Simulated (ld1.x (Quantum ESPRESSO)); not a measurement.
**Reading a pseudo-wave (Ca)**

Columns: radius, all-electron u(r) and pseudo u(r) of the 3p shell (level -34.88 eV) of calcium in the configuration [Ne] 3s2 3p6 3d0 4s1 4p0; PBE, scalar-relativistic, RRKJ scheme, ld1.x (Quantum ESPRESSO) 7.5.

| r (bohr) | all-electron | pseudo |
| --- | --- | --- |
| 0.098 | 0.3145 | -0.0226 |
| 0.195 | 0.4770 | -0.0870 |
| 0.292 | 0.3551 | -0.1865 |
| 0.390 | 0.0894 | -0.3120 |
| 0.488 | -0.2041 | -0.4501 |
| 0.585 | -0.4622 | -0.5862 |
| 0.682 | -0.6656 | -0.7100 |
| 0.780 | -0.8117 | -0.8131 |
| 0.878 | -0.9022 | -0.8881 |
| 0.975 | -0.9459 | -0.9319 |
| 1.072 | -0.9537 | -0.9463 |
| 1.170 | -0.9347 | -0.9342 |
| 1.268 | -0.8966 | -0.9006 |
| 1.365 | -0.8466 | -0.8520 |
| 1.463 | -0.7889 | -0.7933 |
| 1.560 | -0.7283 | -0.7308 |
| 1.658 | -0.6663 | -0.6671 |
| 1.755 | -0.6061 | -0.6062 |
| 1.852 | -0.5483 | -0.5483 |
| 1.950 | -0.4933 | -0.4933 |
| 2.047 | -0.4425 | -0.4425 |
| 2.145 | -0.3953 | -0.3953 |
| 2.242 | -0.3525 | -0.3525 |
| 2.340 | -0.3132 | -0.3132 |
| 2.438 | -0.2777 | -0.2777 |
| 2.535 | -0.2460 | -0.2460 |

**Question.** How many radial nodes do the two functions have?

**Answer.** The all-electron 3p function has n − l − 1 = 1; the pseudo-wave has 0, since the states of the same l below it are removed with the core.

**Question.** At about which radius was the pseudo-wave matched?

**Answer.** 1.85 bohr, where the columns begin to agree (steps of 0.10 bohr).

**Question.** Where does each function peak?

**Answer.** Outermost all-electron maximum near 1.07 bohr, pseudo maximum near 1.07 bohr (to the table’s step).

**Question.** Is the pseudo-wave norm-conserving?

**Answer.** Yes: the RRKJ scheme keeps the norm inside the radius equal to the all-electron one, which fixes the energy derivative of the logarithmic derivative at the level.
